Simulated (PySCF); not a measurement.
A GIAO shielding run with PySCF (density fitting, non-relativistic, gas phase) on SMILES C#C[C@@H]1C=C[SiH2][Si@H]1O[SiH3], C5H10OSi3:

```
$ OMP_NUM_THREADS=1 python probes_run.py task.json out

{"job": {"kind": "nmr", "xc": "PBE0", "basis": "pcSseg-1"}, "charge": 0, "multiplicity": 1}
C     -1.014240     0.320361    -3.401889
C     -0.546076     0.009562    -2.344127
C     -0.036887    -0.378986    -1.049388
C     -0.931116    -1.463768    -0.506444
C     -1.684534    -1.330501     0.580971
Si    -1.598208     0.282889     1.558786
Si     0.037908     1.120435     0.177168
O      1.521161     1.155141     0.858864
Si     2.778992     0.535030     1.669030
H     -1.402000     0.600081    -4.335350
H      0.969092    -0.791598    -1.199474
H     -0.947588    -2.376682    -1.094778
H     -2.314370    -2.156624     0.883854
H     -1.296153    -0.003573     2.970866
H     -2.899224     0.966571     1.533707
H      0.022076     2.383618    -0.560346
H      3.302985    -0.602566     0.911674
H      3.733501     1.635812     1.747248
H      2.294878     0.104047     2.980437
```

Hardware: 1 thread of an Arm Neoverse N1, shared host. The job also computes population analyses, field gradients, ring-centre shieldings.

**Question.** How large is the calculation?

**Answer.** 90 electrons, 224 basis functions and 1231 auxiliary functions.

**Question.** How long does it take, and how much memory does it need?

**Answer.** 110 s of wall time, with 15 SCF cycles and 5 response iterations; peak memory 1 GiB. Times on a shared host scatter by some tens of per cent.
